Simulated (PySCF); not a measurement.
A species of formula C5H8BN has this rotational fingerprint, computed with PBE0-D3(BJ)/def2-SVP geometry optimisation, gas phase (PySCF 2.14.0):

```
Rotational constants : A = 5697, B = 2548, C = 1787 MHz
Dipole components    : |μa| = 6.65 D, |μb| = 0.01 D, |μc| = 0.04 D
Inertial defect      : -4.20 u·Å²
κ                    : -0.61
```

Question: Which candidate fits, each taken in the one conformer that was computed?
A. `[BH3-][n+]1ccccc1`
B. `[CH3:1][BH:2][n:3]1[cH:4][cH:5][cH:6][cH:7]1` with C1–B2–N3–C4 -178°

Answer: A. It is [BH3-][n+]1ccccc1, an asymmetric top. The candidates at the same level (rigid rotor, commonest isotopes):

| SMILES | A (MHz) | B (MHz) | C (MHz) | μa (D) | μb (D) | μc (D) | Δ (u·Å²) | point group | rotor |
| --- | --- | --- | --- | --- | --- | --- | --- | --- | --- |
| [BH3-][n+]1ccccc1 | 5697 | 2548 | 1787 | 6.65 | 0.01 | 0.04 | -4.20 | near Cs | asymmetric top |
| CBn1cccc1 | 7314 | 1940 | 1548 | 0.52 | 0.42 | 0.05 | -3.15 | near Cs | asymmetric top |

`CBn1cccc1` has A 28 % too high. No structure here is proved a minimum.
